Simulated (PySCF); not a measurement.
H₄Ge, triplet, at the geometry of the source list (a higher spin typed on purpose: for a closed-shell molecule this is an excited state). Base run: HF/6-31G* in PySCF.

The PySCF input:
```python
from pyscf import gto, scf, solvent

mol = gto.M(
    atom='''
Ge   -0.00010000    0.00050000    0.00380000
H    -0.61730000   -0.84450000   -1.04740000
H     0.54370000   -0.86430000    1.07870000
H    -1.02370000    0.91470000    0.56500000
H     1.09740000    0.79370000   -0.60010000
''',
    basis='6-31g*',
    spin=2,
    verbose=3,
)

mf = scf.UHF(mol)
mf.kernel()
```

The base run was repeated with changes; each row names its change, and settings that it needs were set with it.

```
change                                                            ΔE vs base (kcal/mol)  dipole (D)
----------------------------------------------------------------  ---------------------  ----------
base                                                                              0.000        3.27
model = IEF-PCM; solvent = toluene                                                -2.73        3.56
model = IEF-PCM; solvent = dimethylsulfoxide; r_probe = 0.5                       -3.36        3.66
model = IEF-PCM; solvent = dimethylsulfoxide; vdw_scale = 1.4                     -3.88        3.71
model = ddCOSMO; solvent = dimethylsulfoxide                                      -5.09        3.92
model = IEF-PCM; solvent = water                                                  -6.09        3.92
model = IEF-PCM; solvent = dimethylsulfoxide; vdw_scale = 1.0                     -9.23        4.15
model = IEF-PCM; solvent = dimethylsulfoxide; lebedev_order = 11                  -5.82        3.90
model = IEF-PCM; solvent = dimethylsulfoxide                                      -6.00        3.91
model = COSMO; solvent = dimethylsulfoxide                                        -6.00        3.91
model = C-PCM; solvent = dimethylsulfoxide                                        -6.07        3.92
model = IEF-PCM; solvent = dimethylsulfoxide; vdw_scale = 1.1                     -7.41        4.03
```

The base is the gas phase, so ΔE is the electrostatic part of solvation at a fixed geometry, without cavity and dispersion terms.

Open shells are given as the SCF converged; they aren't shown to be the lowest states, and a large step between rows can be another state.
